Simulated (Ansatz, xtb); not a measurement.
B2Br2Cl2H2: which of two isomers lies lower

We compare X, `Cl[BH-]1[Br+][BH-](Cl)[Br+]1`, a singlet, with Y, `Cl[B-]1(Cl)[Br+][BH2-][Br+]1`, a singlet. Both are isolated molecules in the gas phase, relaxed with PBE0-D4/def2-SVP.

Quicker runs give these differences E(Y) − E(X): GFN2-xTB +2.58 kcal/mol; HF/STO-3G +3.48 kcal/mol (at GFN2-xTB geometries); r2SCAN-D4/def2-SVP +1.76 kcal/mol (at GFN2-xTB geometries).

Task: Estimate E(Y) − E(X) at the level CCSD(T)/def2-SVP + ΔMP2/def2-TZVPP.

Result: Calculated at CCSD(T)/def2-SVP + ΔMP2/def2-TZVPP: E(Y) − E(X) = +1.87 kcal/mol, so structure X lies lower.

Level by level:

```csv
level,geometry,E(Y) − E(X) (kcal/mol),departure from the last row (kcal/mol),"job, with rough time for the two"
GFN2-xTB,GFN2-xTB,+2.58,+0.71,"optimisation, 0.28 s"
HF/STO-3G,GFN2-xTB,+3.48,+1.62,"single point, 1.2 s"
r2SCAN-D4/def2-SVP,GFN2-xTB,+1.76,−0.11,"single point, 8.4 s"
PBE0-D4/def2-SVP,PBE0-D4/def2-SVP,+1.16,−0.71,"optimisation, 2.5 min"
HF/def2-SVP,PBE0-D4/def2-SVP,+2.52,+0.66,part of the CCSD(T) run
MP2/def2-SVP,PBE0-D4/def2-SVP,+0.84,−1.03,part of the CCSD(T) run
CCSD(T)/def2-SVP,PBE0-D4/def2-SVP,+1.27,−0.60,single point
CCSD(T)/def2-SVP + ΔMP2/def2-TZVPP,PBE0-D4/def2-SVP,+1.87,,"single point, 2.3 min"
```

As drawn, both hold the same kinds of bond in the same numbers.

None of the levels shown reverses the order. The largest departure from CCSD(T)/def2-SVP + ΔMP2/def2-TZVPP is that of HF/STO-3G, 1.62 kcal/mol. The last row adds to CCSD(T) the change of the MP2 difference between the two basis sets, here +0.60 kcal/mol.

With thermal terms from frequencies at re-optimised GFN2-xTB minima (ideal gas, soft modes damped towards free rotors, one conformer each, 298.15 K, 1 atm): on the last row, ΔE + ΔZPE = +1.81, ΔH = +1.93, ΔG = +1.58 kcal/mol.

The correlated steps freeze 30 core orbitals; the filled d shell of Br is correlated, in a basis made for valence electrons. Run with Ansatz 0.2.0, xtb 6.7.1; the last row on 2 threads of Arm Neoverse V1 on a shared host.
